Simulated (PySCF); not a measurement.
**ORD: `CN(C)C(Cl)=C=CCl`, C5H7Cl2N**

Geometry:
```tsv
atom	x (Å)	y (Å)	z (Å)
C1	-0.913	-1.126	-0.152
N2	-0.750	0.309	-0.198
C3	-1.774	1.064	0.483
C4	0.547	0.748	-0.234
Cl5	0.781	2.481	-0.267
C6	1.606	0.000	-0.454
C7	2.718	-0.656	-0.444
Cl8	3.578	-1.033	1.044
H9	-0.273	-1.582	-0.906
H10	-0.648	-1.545	0.826
H11	-1.952	-1.366	-0.370
H12	-1.792	0.848	1.558
H13	-1.610	2.128	0.341
H14	-2.742	0.799	0.057
H15	3.222	-1.060	-1.307
```

The calculation used TDDFT LC-wPBE/aug-cc-pVDZ circular dichroism and optical rotation, one conformer, gas phase (PySCF). Geometry: GFN2-xTB.

No stereocentre is labelled: unless the shape is locked (an allene, a helicene, a hindered biaryl), the mirror image is equally populated and a measured rotation or CD is zero.

**Question.** What is the specific rotation at 633, 589.3, 546, 436, 405, 365, 355 nm?

**Answer.** [α] in deg dm⁻¹ (g/mL)⁻¹:
```tsv
λ (nm)	origin-invariant length gauge	modified velocity gauge	length gauge (centre of mass)	isotropic polarisability (au)
633	+175.3	+173.2	+167.9	107.9
589.3	+205.1	+202.6	+196.3	108.6
546	+242.5	+239.5	+232.1	109.4
436	+389.6	+385.3	+371.8	113.2
405	+440.5	+435.9	+419.0	115.0
365	+451.5	+447.9	+423.1	118.5
355	+413.6	+411.2	+383.1	119.7
```

**Question.** And for the mirror image at 589.3 nm?

**Answer.** -205.1 deg dm⁻¹ (g/mL)⁻¹ (origin-invariant length gauge): the same size and the opposite sign.

**Question.** What is the molar rotation [Φ] = [α]·M/100 of the geometry above at 589.3 nm?

**Answer.** With M = 152.02 g/mol, +311.7 deg cm² dmol⁻¹ (origin-invariant length gauge).

The first excitation lies at 4.24 eV (292 nm) with R = -10.4 × 10⁻⁴⁰ esu² cm² (velocity form).
